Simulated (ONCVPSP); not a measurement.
Transferability test, ONCV potential for sulfur (S)

| Property | Result |
| --- | --- |
| Element | S |
| Generator | ONCVPSP 4.0.1 |
| Type | optimised norm-conserving Vanderbilt (ONCV) |
| Functional | LDA (Perdew-Wang 92) |
| Relativity | non-relativistic |
| Frozen core | [Ne] |
| Valence charge | 6 |
| Reference configuration | 3s2 3p1 (charge +3) |
| Partial waves | 3s: rc 1.30 bohr, ncon 4, nbas 9, qcut 5.4 1/bohr, 2 projectors, debl 0.9 Ha; 3p: rc 1.55 bohr, ncon 4, nbas 9, qcut 4.7 1/bohr, 2 projectors, debl 2.9 Ha |
| Local potential | polynomial inside 1.10 bohr (lpopt 2, dvloc0 6 Ha) |
| Core correction | Teter function, fcfact 2.25, rcfact 1.3 |

In the s channel the program set the typed energies aside and used -1.915, 0.250 Ha.

Energies are relative to the spin-unpolarised reference configuration 3s2 3p1; without spin polarisation the order of configurations can differ from experiment.

```tsv
valence configuration	charge	ΔE all-electron (eV)	error AE − PS (meV)
3s2 3p3	+1	-56.545	+53
3s2 3p2	+2	-34.163	+20
3s1 3p4	+1	-45.885	+44
```

(1) What are ΔE and the potential's error for 3s2 3p4?

Levels in the configuration 3s1 3p4:

| level | all-electron (eV) | pseudo (eV) |
| --- | --- | --- |
| 3s | -28.150 | -28.183 |
| 3p | -17.445 | -17.472 |

## Answers

(1) ΔE = -68.417 eV all-electron; the error (AE − PS) is +76 meV.
